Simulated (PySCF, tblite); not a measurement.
A database entry of computed molecular properties. Lists by class give the value and the number of equivalent atoms.

```json
{
 "formula": "C5H3O3S",
 "smiles": "O=C([O-])c1ccc(O)s1",
 "charge": -1,
 "multiplicity": 1,
 "geometry_level": "GFN2-xTB",
 "electronic_structure_code": "PySCF",
 "results": {
  "GFN2-xTB geometry": {
   "point_group": "Cs",
   "rotational_constants_GHz": [3.644, 0.989, 0.778]
  },
  "PBE0/pcSseg-1 ground state and GIAO shieldings, non-relativistic": {
   "homo_eV": -1.81,
   "lumo_eV": 3.62,
   "shift_vs_computed_TMS_C_by_class_ppm": [
    [168.8, 1],
    [163.6, 1],
    [161.4, 1],
    [116.7, 1],
    [103.9, 1]
   ],
   "shift_vs_computed_TMS_H_by_class_ppm": [
    [6.21, 1],
    [5.7, 1],
    [3.49, 1]
   ],
   "shielding_other_nuclei_by_class_ppm": [
    ["O", 8.8, 2],
    ["O", 228.8, 1],
    ["S", 307.5, 1]
   ]
  },
  "GFN2-xTB harmonic vibrations, gas phase": {
   "strongest_ir_bands_cm-1_km_per_mol_modes": [
    [318.3, 138.8, 1],
    [749.8, 101.9, 1],
    [1210.5, 393.8, 1],
    [1273.1, 275.1, 1],
    [1518.1, 93.1, 1],
    [1761.1, 518.4, 1]
   ],
   "zpe_kcal_per_mol": 44.0
  }
 }
}
```

With B = h/(8π²I), that is 505.379 GHz u Å² over I, the principal moments of inertia are 138.7, 510.8 and 649.5 u Å² (most abundant isotopes). The zero-point energy, half the sum of the 30 harmonic wavenumbers, equals 15390 cm⁻¹ or 184 kJ/mol. The rotational constants make it an asymmetric top with κ = (2B − A − C)/(A − C) = -0.85, nearer the prolate limit (−1).

One conformer (not necessarily the lowest) at the GFN2-xTB geometry, without solvent or vibrations. NMR classes are plain means over equivalent atoms (diastereotopic ones count apart unless rotation or inversion swaps them), as if these changed places fast; in this geometry the members of some classes differ. No diffuse functions stand in pcSseg-1, which bears on an anion's orbital energies.

Conformer computed: `[O:1]=[C:2]([O-:3])[c:4]1[cH:5][cH:6][c:7]([OH:8])[s:9]1`: O1–C2–C4–C5 180°, H–O8–C7–C6 180°.
